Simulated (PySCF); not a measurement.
B3LYP has the VWN-RPA correlation part, as in Gaussian. Delta-SCF ions had no search for a lower state. Excitations are Tamm–Dancoff values on a coarser integration grid. The basis has no diffuse functions, so Rydberg states are missing or too high.

**C4H8Si, SMILES `C(=CCC)=[SiH2]` (charge 0, multiplicity 1)**

The numbers are results of B3LYP-D3(BJ)/def2-TZVP run with PySCF, not measurements.

```
Property                                                                       Value
-------------------------------------------  ---------------------------------------
HOMO                                                                        -5.91 eV
dipole moment                                                                 0.54 D
HOMO–LUMO gap                                                                4.78 eV
LUMO                                                                        -1.13 eV
S1 excitation (TDA)                                                          3.91 eV
S1 oscillator strength                                                         0.000
brightest of the four lowest singlets (TDA)                                  5.26 eV
T1 excitation (TDA)                                                          2.60 eV
S1–T1 gap (TDA)                                                              1.31 eV
vertical ionisation energy (Delta-SCF)                                       7.99 eV
total energy                                                            -446.7539 Ha
cost                                         about 2.3 core-minutes (a rough figure)
```

```xyz
13

C     -1.4914     0.8005    -1.2546
C     -1.0612     0.4370     0.1698
C     -0.1505    -0.7622     0.1939
C      1.0900    -0.7704     0.6066
Si     2.6815    -0.7234     1.1458
H     -0.6260     1.0699    -1.8621
H     -2.1804     1.6468    -1.2468
H     -1.9942    -0.0380    -1.7413
H     -0.5566     1.2795     0.6437
H     -1.9501     0.2089     0.7679
H     -0.5908    -1.6842    -0.1939
H      3.7961    -0.4408     0.2300
H      3.0337    -1.0237     2.5411
```
